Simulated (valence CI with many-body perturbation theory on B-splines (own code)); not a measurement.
Forbidden lines of Sn³⁵⁺

Method: configuration interaction combined with many-body perturbation theory (CI+MBPT): five valence electrons over a frozen Dirac-Fock core [Ne], a basis of 9 s, 9 p, 8 d, 6 f, 3 g, 1 h functions for each j, with the one-electron correlation potential Σ1, the two-electron term Σ2, the three-electron term Σ3, Breit, model QED; selected CI, second order for the rest (own B-spline code, finite nucleus).

No measured spectrum was set against this ion. As an estimate, large intervals hold to a few tenths of a per cent, small ones and those within an open d or f shell to about a per cent. Among the levels kept, up to 540 cm⁻¹ of a level comes from second order outside the variational space, and about a tenth of that is noise between levels of different J, which matters for small intervals.

Lines 1 to 16 of 16 in falling wavelength, among levels below 2426700 cm⁻¹, chosen from the decays that carry over 1 % of a level's rate. Wavelengths and rates use the calculated energies. Electric multipoles are in the length gauge, E1 and E2 with the static RPA response of the core. S is in atomic units (e²a₀⁴ for E2 and M2, e²a₀⁶ for E3), for M1 in squared Bohr magnetons. Weak lines are less certain than strong ones. Lines between different terms over intervals too small for the method are left out, as are lines whose strength nearly cancels.

Levels are named by their leading jj configuration (3d3/2^4 stands for four electrons in 3d with j = 3/2), which in mixed levels can hold well under half, so a name can repeat and another be missing. Letters in brackets count levels of one name in rising energy.

| λ vac (Å) | Upper | Lower | Type | A (s⁻¹) | S (a.u.) |
| --- | --- | --- | --- | --- | --- |
| 1672 | (3s^2 3p1/2 3p3/2 3d5/2) J=9/2 | (3s^2 3p1/2 3p3/2 3d5/2) J=7/2 [a] | M1 | 9.28e+02 | 1.61e+00 |
| 918.7 | (3s^2 3p1/2 3p3/2 3d5/2) J=9/2 | (3s^2 3p1/2 3p3/2 3d3/2) J=7/2 | M1 | 1.69e+04 | 4.86e+00 |
| 321.2 | (3s^2 3p3/2^2 3d5/2) J=9/2 | (3s^2 3p1/2 3p3/2 3d5/2) J=7/2 [b] | M1 | 2.86e+05 | 3.52e+00 |
| 274.2 | (3s^2 3p1/2 3p3/2 3d5/2) J=9/2 | (3s^2 3p1/2^2 3d5/2) J=5/2 | E2 | 6.76e+02 | 9.36e-03 |
| 258.7 | (3s^2 3p1/2 3p3/2^2) J=3/2 | (3s^2 3p1/2^2 3p3/2) J=3/2 | M1 | 1.21e+06 | 3.12e+00 |
| 254.3 | (3s^2 3p3/2^3) J=3/2 | (3s^2 3p1/2 3p3/2^2) J=1/2 | M1 | 3.06e+05 | 7.45e-01 |
| 236.9 | (3s^2 3p3/2^2 3d5/2) J=9/2 | (3s^2 3p1/2 3p3/2 3d5/2) J=9/2 | M1 | 6.18e+05 | 3.05e+00 |
| 224.3 | (3s^2 3p1/2 3p3/2^2) J=5/2 | (3s^2 3p1/2^2 3p3/2) J=3/2 | M1 | 2.26e+05 | 5.66e-01 |
| 224.3 | (3s^2 3p1/2 3p3/2^2) J=5/2 | (3s^2 3p1/2^2 3p3/2) J=3/2 | E2 | 4.36e+03 | 1.33e-02 |
| 214.4 | (3s^2 3p3/2^3) J=3/2 | (3s^2 3p1/2 3p3/2^2) J=5/2 | M1 | 4.73e+05 | 6.91e-01 |
| 207.5 | (3s^2 3p3/2^2 3d5/2) J=9/2 | (3s^2 3p1/2 3p3/2 3d5/2) J=7/2 [a] | M1 | 5.26e+05 | 1.74e+00 |
| 192.7 | (3s^2 3p1/2 3p3/2^2) J=1/2 | (3s^2 3p1/2^2 3p3/2) J=3/2 | M1 | 1.06e+06 | 5.62e-01 |
| 190.3 | (3s^2 3p3/2^3) J=3/2 | (3s^2 3p1/2 3p3/2^2) J=3/2 | M1 | 2.13e+06 | 2.17e+00 |
| 188.4 | (3s^2 3p3/2^2 3d5/2) J=9/2 | (3s^2 3p1/2 3p3/2 3d3/2) J=7/2 | M1 | 8.74e+04 | 2.17e-01 |
| 187.0 | (3s^2 3p1/2 3p3/2 3d5/2) J=9/2 | (3s 3p1/2^2 3p3/2^2) J=5/2 | E2 | 9.85e+02 | 2.01e-03 |
| 82.92 | (3s^2 3p1/2 3p3/2 3d5/2) J=9/2 | (3s^2 3p1/2 3p3/2^2) J=5/2 | M2 | 1.37e+03 | 4.79e-05 |
